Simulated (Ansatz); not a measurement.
A run on BrFH2OSn (`[OH][SnH]([F])[Br]`) with other settings.

```yaml
crystal:
  periodic: [false, false, false]
  atoms:
    - {symbol: O, position_ang: [-0.648248, 0.094774, -1.460585]}
    - {symbol: Sn, position_ang: [-0.041169, -0.359978, 0.351852]}
    - {symbol: F, position_ang: [1.880536, -0.594813, 0.214566]}
    - {symbol: Br, position_ang: [-0.323516, 1.513435, 1.779773]}
    - {symbol: H, position_ang: [-0.245656, 0.977824, -1.733799]}
    - {symbol: H, position_ang: [-0.653772, -1.852195, 0.746436]}
basis:
  gaussian: {orbitals: ANO-RCC-VTZP, nuclear_model: gaussian}
total_charge: 1
magnetization: {spin_polarized: false, initial_magnetization: 1}
hamiltonian: {xc: {name: SVWN5}}
scf: {lower_state_search: full}
output: {forces: true}
```

```sh
$ ansatz run in.yaml --threads 4 --pin off --events-out ev --progress --plain --max-ram 10444MiB
```

Shortened log:

```
Functional definition: SVWN5
1605 factors; their error is unknown
mean field evaluation 1: about -243459.5264 eV, gradient 1.2e2 eV
mean field evaluation 2: about -243006.1533 eV, gradient 3.4e2 eV
mean field evaluation 4: about -243461.3990 eV, gradient 1.0e2 eV
mean field evaluation 8: about -243479.2698 eV, gradient 4.0e1 eV
mean field evaluation 16: about -243459.5305 eV, gradient 1.2e2 eV
mean field evaluation 32: about -243484.2838 eV, gradient 7.7e-5 eV
mean field -243484.28383325 eV, -8947.8823912967 hartree, gradient 2.7e-6 eV, S^2 0.750000; 16 other end points of the search recorded, 0 dependent functions left out
reference -243484.28393289 eV, -8947.8823949585 hartree; 52, 51 occupied and 147, 148 virtual orbitals, 1605 factors
Total energy: -243484.28393289 eV, -8947.8823949585 hartree
Relativity: scalar
Atom 0 at    -0.648248     0.094774    -1.460585 Å, force     0.506850     1.364863    -0.270665 eV/Å
Atom 1 at    -0.041169    -0.359978     0.351852 Å, force     1.441360    -1.740112    -0.533711 eV/Å
Atom 2 at     1.880536    -0.594813     0.214566 Å, force    -0.948578     0.353293     0.029157 eV/Å
Atom 3 at    -0.323516     1.513435     1.779773 Å, force    -0.170266     1.190509     0.670808 eV/Å
Atom 4 at    -0.245656     0.977824    -1.733799 Å, force    -0.516475    -0.783690    -0.109752 eV/Å
Atom 5 at    -0.653772    -1.852195     0.746436 Å, force    -0.312891    -0.384862     0.214163 eV/Å
Dipole moment:    -0.482233     0.212805    -0.042119 e Å
```

Hardware: 4 threads of an INTEL XEON PLATINUM 8581C on a shared host. Wall time 27 s, peak host memory 0.97 GiB.
